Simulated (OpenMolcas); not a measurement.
## Fe5+, Ru5+, Os5+: d3 down the group

```json
{"Program": "OpenMolcas 26.06", "Method": "CASSCF", "Basis": "ANO-RCC-VTZP", "Scalar Hamiltonian": "DKH2, point nucleus", "Spin-orbit coupling": "RASSI with atomic mean-field integrals over the reference wave functions, term energies averaged over their components"}
```

Active space for each ion: 3 electrons in 5 orbitals (d).

Computed levels in cm-1 above 4F 3/2:

| Level | Fe5+ | Ru5+ | Os5+ |
| --- | --- | --- | --- |
| 4F 5/2 | 539 | 1388 | 6133 |
| 4F 7/2 | 1268 | 3106 | 11431 |
| 4F 9/2 | 2163 | 5015 | 15256 |
| 4P 1/2 | 23249 | 16525 | 19345 |
| 4P 3/2 | 23444 | 16494 | 16967 |
| 2G 7/2 | 23904 | 18371 | 24890 |
| 4P 5/2 | 24113 | 18685 | 27080 |
| 2G 9/2 | 24633 | 19377 | 39289 |
| 2P 1/2 | 31546 | 23928 | 32659 |
| weight of 4F in the lowest level (%) | 100 | 99 | 86 |

Mixed levels, with the weight of the term that names them: Os5+ 4F 9/2 (66 %), Os5+ 4P 1/2 (75 %), Os5+ 4P 3/2 (51 %), Os5+ 2G 9/2 (57 %), Os5+ 2P 1/2 (75 %).

Measured, with the error of the calculation in %. Measured levels: Fe5+ from Corliss and Sugar, J. Phys. Chem. Ref. Data 11, 135 (1982); Os5+ from the list in Brasseur, Palmeri and Quinet, Atoms 13, 11 (2025).

```csv
Level,Fe5+,Os5+
4F 5/2,511 (+5.5),6397 (-4.1)
4F 7/2,1188 (+6.7),11444 (-0.1)
4F 9/2,2001 (+8.1),14678 (+3.9)
4P 1/2,18738 (+24.1),16772 (+15.3)
4P 3/2,18942 (+23.8),
2G 7/2,20616 (+15.9),22920 (+8.6)
4P 5/2,19611 (+23.0),24828 (+9.1)
2G 9/2,21315 (+15.6),37019 (+6.1)
2P 1/2,26496 (+19.1),28860 (+13.2)
```

The fine-structure level 4F 9/2 changes by a factor of 7.05 from Fe5+ to Os5+.

Without spin-orbit coupling 4P lies 22553, 14952, 13567 cm-1 above 4F in that order; the difference to the level 4P 1/2, of either sign, comes from spin-orbit coupling, which also lowers the zero.

Without dynamic correlation excited terms often stand tens of per cent too high (terms of higher spin than the ground term too low), and those without a measured partner can miss by more than the paired ones. Terms from blocks run as CI alone lack orbitals of their own. Measured partners are found by configuration, term and J. A level has none where our copy of the source lacks it or the pairing is in doubt (some pairs that miss far off the trend of their configuration count as doubtful), and it then counts in no deviation. Levels of configurations outside the active space are missing.
